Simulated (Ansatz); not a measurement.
`CCCCCCCCCC[SeH]` with charge +1. Total charge 1; doublet. Geometry PBE-D4/def2-SVP; atoms count from 1.

```xyz
33

C     3.783    2.470    2.725
C     2.701    1.461    2.387
C     3.147    0.296    1.495
C     2.060   -0.700    1.124
C     1.029   -0.150    0.117
C    -0.053   -1.154   -0.265
C    -1.104   -0.583   -1.232
C    -2.159   -1.621   -1.627
C    -3.186   -1.146   -2.669
C    -4.059    0.031   -2.259
Se   -5.007   -0.306   -0.562
H     4.275    2.873    1.816
H     4.578    2.014    3.356
H     3.377    3.323    3.308
H     1.871    1.980    1.832
H     2.212    1.076    3.311
H     3.655    0.679    0.582
H     3.946   -0.250    2.062
H     1.541   -1.059    2.040
H     2.522   -1.603    0.663
H     1.548    0.215   -0.798
H     0.570    0.760    0.577
H     0.417   -2.045   -0.739
H    -0.555   -1.532    0.653
H    -1.582    0.304   -0.758
H    -0.597   -0.206   -2.148
H    -2.693   -1.983   -0.716
H    -1.652   -2.522   -2.032
H    -2.659   -0.832   -3.597
H    -3.832   -2.000   -2.963
H    -3.485    0.969   -2.094
H    -4.850    0.259   -3.005
H    -5.761    0.981   -0.584
```

(1) Estimate the Mulliken populations of the heavy atoms from the PBE0/def2-SVP orbitals of Ansatz.

(2) Where does the spin sit?

(3) And the Mayer bond orders between heavy atoms (over 0.3)?

Answers

(1) 
| atom | charge (e) | spin (α − β) |
| --- | --- | --- |
| C1 | -0.08 | 0.00 |
| C2 | -0.14 | 0.02 |
| C3 | -0.07 | 0.02 |
| C4 | -0.05 | 0.01 |
| C5 | -0.09 | 0.02 |
| C6 | -0.07 | 0.00 |
| C7 | -0.08 | 0.01 |
| C8 | -0.11 | 0.01 |
| C9 | -0.06 | 0.00 |
| C10 | -0.24 | -0.03 |
| Se11 | 0.39 | 0.81 |
Mulliken values depend strongly on the basis.

(2) Summed by element: C 0.06, Se 0.81, H 0.12, of 1 unpaired in all. Largest on single atoms: Se11 0.81, C10 -0.03, H18 0.03.

(3) C1–C2 1.10 (1.52 Å); C2–C3 1.05 (1.53 Å); C3–C4 1.09 (1.52 Å); C4–C5 1.05 (1.54 Å); C5–C6 1.07 (1.52 Å); C6–C7 1.06 (1.54 Å); C7–C8 1.05 (1.53 Å); C8–C9 1.06 (1.54 Å); C9–C10 1.03 (1.52 Å); C10–Se11 1.02 (1.97 Å).
